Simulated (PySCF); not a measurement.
A structure optimised at PBE-D3(BJ)/def2-SVP, used in a PySCF frequency run:

```
B
O 1 1.4237
C 2 1.2950 1 123.20
N 3 1.1761 1 153.04 2 180.00
C 1 1.5623 2 114.75 3 180.00
H 5 1.1063 1 114.30 2 0.00
H 5 1.1120 6 108.95 1 123.01
H 5 1.1120 6 108.95 7 113.98
C 1 1.5657 2 118.41 3 0.00
H 9 1.1059 1 113.54 2 180.00
H 9 1.1124 10 108.57 1 -123.21
H 9 1.1124 10 108.57 11 -113.58
```
Charge 0, spin multiplicity 1.

Write its SMILES, formula and point group.

CB(C)OC#N, C3H6BNO, Cs

What are its rotational constants (standard atomic weights)?

7.5342, 2.2647, 1.7798 GHz
